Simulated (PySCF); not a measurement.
A structure optimised at PBE0-D3(BJ)/def2-SVP, used in a PySCF frequency run:

```
C
H 1 1.0964
C 1 1.4924 2 115.93
F 3 1.3628 1 117.17 2 144.35
H 3 1.0946 4 111.47 1 143.52
C 3 1.4787 5 120.61 4 -144.77
H 6 1.0931 3 118.88 5 -1.49
H 6 1.0943 7 114.82 3 -144.79
Si 1 1.8600 2 114.82 3 145.38
F 9 1.6296 1 108.06 2 47.97
H 9 1.4874 10 107.84 1 -119.93
H 9 1.4887 11 111.50 10 117.16
```
Charge 0, spin multiplicity 1.

Problem. Write its SMILES and formula.

Solution. F[SiH2][C@@H]1C[C@@H]1F, C3H6F2Si

Problem. What are its rotational constants (standard atomic weights)?

Solution. 6.0517, 1.6763, 1.4444 GHz
